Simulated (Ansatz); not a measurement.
H8OSi3 (`[SiH3]O[SiH2][SiH3]`), relaxed with RKS PBE-D4/def2-SVP in Ansatz from a rough embedded geometry. The force threshold is 0.03 eV/Å; the program also tests the step.

Total charge 0; spin multiplicity 1.

Start:

```xyz
12

Si   -1.971    0.047   -0.936
O    -0.873   -0.961   -0.317
Si    0.324   -0.916    0.795
Si    1.969    0.682    0.337
H    -1.315    1.191   -1.646
H    -2.812   -0.707   -2.000
H    -2.916    0.564    0.097
H     0.906   -2.229    0.978
H    -0.311   -0.579    2.167
H     1.381    1.980    0.198
H     2.591    0.271   -1.020
H     3.027    0.656    1.348
```

```tsv
step	energy (eV)	largest force (eV/Å)	largest move (Å)
1	-25787.5540	2.300	0.000
2	-25787.7829	1.075	0.099
3	-25787.8389	0.225	0.095
4	-25787.8434	0.070	0.034
5	-25787.8440	0.015	0.017
```

End:

```xyz
12

Si   -2.020    0.055   -0.993
O    -0.890   -0.964   -0.291
Si    0.321   -0.928    0.876
Si    1.978    0.650    0.306
H    -1.330    1.208   -1.675
H    -2.794   -0.738   -2.002
H    -2.957    0.604    0.051
H     0.912   -2.307    0.956
H    -0.263   -0.580    2.224
H     1.389    2.034    0.229
H     2.586    0.315   -1.030
H     3.068    0.651    1.348
```

Hardware: 4 threads of a server CPU on a shared host. Wall time 6.5 s, peak host memory 0.17 GiB.
